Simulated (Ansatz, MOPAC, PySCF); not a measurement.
Complex: N2 (SMILES N#N) (first 2 atoms) with GeH4 (SMILES [GeH4]); geometry from B3LYP-D3(BJ)/def2-TZVP, rigid monomers moved along the line of their centres of mass till N2···Ge3 is 3.24 Å.
(charge 0, multiplicity 1):
| atom | x (Å) | y (Å) | z (Å) |
|---|---|---|---|
| N | -0.2136 | -0.0766 | -1.1125 |
| N | -0.5000 | 0.3781 | -0.1633 |
| Ge | 0.0971 | -0.0403 | 2.9976 |
| H | 0.4752 | -0.3617 | 4.4519 |
| H | -0.5837 | -1.2635 | 2.3663 |
| H | 1.3670 | 0.3025 | 2.2051 |
| H | -0.8650 | 1.1553 | 2.9698 |

Interaction energies are E(AB) − E(A) − E(B) at the monomers' geometry in the complex; basis-set methods are counterpoise corrected. Rows marked so take none.

Frozen-core correlation. Filled d and f shells under p-block atoms count as core. CBS: X⁻³ extrapolation of the correlation energy, Hartree–Fock from the larger set. Rows in 6-31G* carry no dispersion term and start afresh at each structure (6-31G* with six Cartesian d functions); the Pople sets are all-electron and without relativity. The state that AM1 reach isn't checked.

Run with Ansatz (a quantum-chemistry and plane-wave program) with Gaussian orbitals; MOPAC for AM1 (differences of heats of formation); PySCF for 6-31G* rows, the dispersion terms. Values without a source in brackets are computed.

| level | interaction energy (kcal/mol) |
|---|---|
| AM1 | 0.42 |
| BP86/6-31G* (no counterpoise) | 0.57 |
| r2SCAN/def2-TZVPPD | 0.28 |
| PBE0-D3(BJ)/def2-TZVPPD | -0.25 |
| MP2/aug-cc-pVTZ | -0.23 |
| MP2/CBS(aug-cc-pVDZ, aug-cc-pVTZ) | ___ |
| SCS-MP2/aug-cc-pVTZ | 0.17 |
| CCSD/aug-cc-pVTZ | 0.20 |
| CCSD(T)/CBS(aug-cc-pVDZ, aug-cc-pVTZ) | ___ |

**Question.** Some entries are withheld; supply them.

**Answer.** 
- MP2/CBS(aug-cc-pVDZ, aug-cc-pVTZ), interaction energy (kcal/mol): -0.33
- CCSD(T)/CBS(aug-cc-pVDZ, aug-cc-pVTZ), interaction energy (kcal/mol): -0.15
